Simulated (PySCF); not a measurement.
Gas-phase reaction: 3 Sn(CH₃)₄ + H₂ ⇌ 3 SnH₂ + 4 C₃H₈

Energies from PySCF, thermal terms from the rigid-rotor harmonic-oscillator model, ideal gas at 1 bar. † marks an energy on the PBE0/def2-TZVP geometry and frequencies; other levels use their own. MP2 freezes the core. All species are closed-shell singlets. B3LYP is the form with VWN-RPA correlation. Sn: scalar-relativistic def2 core potential, no spin-orbit coupling. SnH₂: computed as isolated molecules; such fragments, hydroxides, amides, oligomers or adducts are transient or little studied in the gas. MP2 isn't extrapolated to the basis-set limit; its ΔH°(298 K) is 263.1 kJ in def2-SVP and 435.1 kJ in def2-TZVPP. The harmonic model lacks anharmonicity and excited electronic states, which grow with temperature; levels with a mode under 35 cm⁻¹ are left out. Internal rotation in Sn(CH₃)₄, C₃H₈ is treated as a harmonic vibration of one conformer, which makes the entropy rough.

```csv
level,"ΔE electronic, kJ","ΔH°(298 K), kJ","ΔS°(298 K), J/K","ΔG°(800 K), kJ"
B3LYP/def2-TZVP†,223,215,399,-73
MP2/def2-SVP†,272,263,399,-24
MP2/def2-TZVPP†,444,435,399,148
PBE/def2-SVP,198,187,383,-87
PBE0/def2-SVP†,210,201,399,-86
PBE0/def2-TZVP,301,293,399,5
r2SCAN/def2-TZVP†,348,339,399,52
LDA/def2-TZVP†,352,344,399,56
ωB97M-V/def2-TZVP†,335,326,399,39
ωB97X-V/def2-TZVP†,343,335,399,47
```
ΔH° is lowest at PBE/def2-SVP and highest at MP2/def2-TZVPP†. No reference value is set beside these.
